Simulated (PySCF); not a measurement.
A structure optimised at PBE0-D3(BJ)/def2-SVP, used in a PySCF frequency run:

```xyz
9

Nb    -0.3146     0.0988     0.0000
N      0.4635    -1.4425     0.0000
C      1.1039    -2.7062     0.0000
H      0.8251    -3.2886     0.8943
H      2.2001    -2.5816     0.0000
H      0.8251    -3.2886    -0.8943
F     -1.3488     0.1711     1.5537
F     -1.3488     0.1711    -1.5537
Cl     1.3799     1.6684     0.0000
```
Charge 0, spin multiplicity 1.

Q: Write its SMILES, formula and point group.

A: C[N]=[Nb]([F])([F])[Cl], CH3ClF2NNb, Cs

Q: What are its rotational constants (standard atomic weights)?

A: 1.9421, 1.4807, 1.2181 GHz
